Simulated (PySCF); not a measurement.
# Computed vibrations of [Ce(H2O)4]3+

[Ce(H2O)4]3+ (singlet in the valence; each metal's 4f electrons, 1 of them, lie in its core potential, out of spins and levels). PySCF 2.14.0, RKS PBE, Ce lcecp-1-SVP with ECP47, O def2-SVP, H def2-SVP; non-relativistic Hamiltonian with scalar-relativistic core potentials where named; density fitting; no spin-orbit coupling. Central differences of gradients.

```xyz
13

Ce    0.0000    0.0000    0.0000
O     1.3929    1.3967    1.3967
H     1.7676    1.1963    2.2944
H     1.7676    2.2944    1.1963
O    -1.3929   -1.3967    1.3967
H    -1.7676   -1.1963    2.2944
H    -1.7676   -2.2944    1.1963
O     1.3929   -1.3967   -1.3967
H     1.7676   -2.2944   -1.1963
H     1.7676   -1.1963   -2.2944
O    -1.3929    1.3967   -1.3967
H    -1.7676    2.2944   -1.1963
H    -1.7676    1.1963   -2.2944
```

Run from Python with OMP_NUM_THREADS=2. Where DIIS fails, smearing, a level shift and second-order steps follow.
It took 73 s on 2 threads of Arm Neoverse V2 (shared host).

(1) What are the harmonic wavenumbers and infrared intensities?

(2) Is this a minimum?

An lcecp potential fixes the number of 4f electrons, so in runs with it no electron can move into or out of that shell.

Answers

(1) Modes are labelled in D2d; negative numbers are unstable modes, those under 60 cm⁻¹ near the noise; a finer grid moves soft modes by up to 10 cm⁻¹.
```csv
cm⁻¹,km/mol,symmetry
-146,–,a2
-79,–,e
-79,–,e
-28,–,b1
28,5.8,b2
47,0.0,a1
76,0.0,b1
76,5.4,e
76,5.4,e
357,0.0,a1
360,14.8,e
360,14.8,e
365,10.3,b2
552,0.0,a2
570,4.2,e
570,4.2,e
580,0.0,b1
600,402.2,e
600,402.2,e
606,0.0,a1
616,862.2,b2
1625,161.8,b2
1625,137.8,e
1625,137.8,e
1630,0.0,a1
3501,578.5,e
3501,578.5,e
3502,659.7,b2
3518,0.0,a1
3542,0.0,a2
3545,0.0,b1
3545,676.5,e
3545,676.5,e
```

(2) No: 4 unstable; the lowest moves the atoms so:
```
Ce   0.00  0.00  0.00
O    0.00  0.01 -0.01
H    0.29 -0.14 -0.16
H   -0.29  0.16  0.14
O    0.00  0.01  0.01
H    0.29 -0.14  0.16
H   -0.29  0.16 -0.14
O    0.00 -0.01  0.01
H   -0.29 -0.16 -0.14
H    0.29  0.14  0.16
O    0.00 -0.01 -0.01
H   -0.29 -0.16  0.14
H    0.29  0.14 -0.16
```
